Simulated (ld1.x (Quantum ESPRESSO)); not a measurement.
Fe: one change to an ultrasoft potential, before and after

- Element: iron (Fe)
- Generator: ld1.x (Quantum ESPRESSO) 7.5
- Type: ultrasoft
- Functional: LDA (PZ)
- Relativity: scalar-relativistic
- Frozen core: [Ar]
- Valence charge: 8
- Reference configuration: 3d7 4s1 4p0
- Partial waves: 4s (bound): rcut 2.45, rcutus 3.05 bohr; 4s channel at 1.7 Ry: rcut 2.45, rcutus 3.05 bohr; 4p (bound, empty): rcut 3.05, rcutus 3.75 bohr; 4p channel at 0.75 Ry: rcut 3.05, rcutus 3.75 bohr; 3d (bound): rcut 1.75, rcutus 2.10 bohr; 3d channel at 3.5 Ry: rcut 1.75, rcutus 2.10 bohr
- Local potential: all-electron potential smoothed inside 1.90 bohr (lloc = -1)
- Core correction: a·sin(br)/r model core inside 1.90 bohr
- Augmentation charge: PSQ, inside the norm-conserving radii

All-electron outer shells of the reference configuration (LDA (PZ), scalar-relativistic, ld1.x):

```csv
shell,level (eV),outermost node (bohr),outermost maximum (bohr)
3s,-89.00,0.33,0.70
3p,-55.54,0.30,0.72
4s,-4.48,1.01,2.50
3d,-4.06,–,0.72
4p,-0.96,1.12,3.69
```

Change: core correction a·sin(br)/r model core inside 2.42 bohr.

Cutoffs: the cutoffs (Ry, on a coarse ladder) from which the occupation-weighted sum of valence levels, in a spherical-Bessel basis at the reference potential, stays within 10 and 1 mRy of its value at 400 Ry; they do not see the model core or the augmentation charge, which bear on the density cutoff. Errors are all-electron minus pseudo energies relative to the spin-unpolarised reference configuration.

Problem. Predict the effect on cutoff, ghosts and configuration errors.

Solution. The potential gets neither clearly harder nor softer (21 Ry and 40 Ry → 21 Ry and 40 Ry); of the 9 tests that both files solve, the error grows in 0 and shrinks in 3 by more than 15 % and 0.3 meV (median size 100.4 → 93.4 meV); neither file shows a bound ghost. A wider model core is smoother and lowers the density cutoff, which this test does not measure.

```tsv
quantity	base	changed
cutoff, loose	21 Ry	21 Ry
cutoff, tight	40 Ry	40 Ry
bound ghosts	none	none
error for 3d6 4s2 4p0, meV [ΔE 0.83 eV]	-115	-111
error for 3d6 4s1 4p0, meV [ΔE 9.81 eV]	-77	-69
error for 3d6 4s0 4p0, meV [ΔE 26.30 eV]	-44	-11
error for 3d4 4s0 4p0, meV [ΔE 114.21 eV]	-1379	-1061
error for 3d6.5 4s1.5 4p0, meV [ΔE 0.08 eV]	-22	-21
error for 3d6 4s0 4p2, meV [ΔE 9.44 eV]	-89	-75
error for 3d6 4s1 4p1, meV [ΔE 5.01 eV]	-100	-93
error for 3d7 4s1 4p0 (spin-polarised), meV [ΔE -2.15 eV]	+1547	+1757
error for 3d6 4s2 4p0 (spin-polarised), meV [ΔE -2.56 eV]	+3193	+3604
s: phases at 4.05 bohr within 0.05 rad from the reference energy up to (Ry; the scan ends near 5)	2.7	2.7
p: phases at 4.05 bohr within 0.05 rad from the reference energy up to (Ry; the scan ends near 5)	1.6	1.6
d: phases at 4.05 bohr within 0.05 rad from the reference energy up to (Ry; the scan ends near 5)	0.5	0.5
lowest overlap eigenvalue by channel	s 0.58, p 0.54, d 0.85	s 0.58, p 0.54, d 0.85
```
